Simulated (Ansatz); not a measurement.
`[AlH2][SiH3]` + `[OH][SnH2][OH]` → `[OH][SnH2][O][SiH3]` + `[AlH3]`  (cleavage of the Si–Al bond)

Gas-phase electronic energies from Ansatz, PBE0-D4/def2-TZVP geometries. CCSD(T)/CBS adds triple-zeta CCSD(T) − MP2 to the extrapolated MP2 energy (def2 sets, frozen cores). This one scheme is used for every species. DFT in def2-TZVPP. Elements past krypton have def2 core potentials. For Sn outer-core shells are correlated without core-valence functions, which leaves a few kJ/mol of doubt a bond. One conformer a species, not always the lowest.

CCSD(T)/CBS gives -98.3 kJ/mol.

(1) Another level gave -91.6 kJ/mol. Which?
A. ωB97M-V/def2-TZVPP
B. BLYP-D4/def2-TZVPP
C. SCS-MP2/def2-TZVPP
D. LC-ωPBE/def2-TZVPP

Largest T1 diagnostic among the species: 0.014.

Answers

(1) B. BLYP-D4 -91.6, ωB97M-V -101.2, LC-ωPBE -87.3, SCS-MP2/def2-TZVPP -110.9 kJ/mol.

From PBE to PBE0 (25 % exact exchange), in def2-TZVPP and without D4, ΔE moves by −10.0 kJ/mol. The D4 term adds −4.8 kJ/mol with B3LYP and −2.7 kJ/mol with PBE0; it sums over pairs of atoms, weighted by their polarisabilities, and B3LYP, whose exchange is more repulsive, gets the larger term. In def2-TZVPP, CCSD(T) changes the Hartree–Fock value by +25.0 kJ/mol (the triples alone add +2.7 kJ/mol) and MP2 by +15.3 kJ/mol.

B3LYP here is the variant with VWN-RPA as its local correlation; programs differ in this.
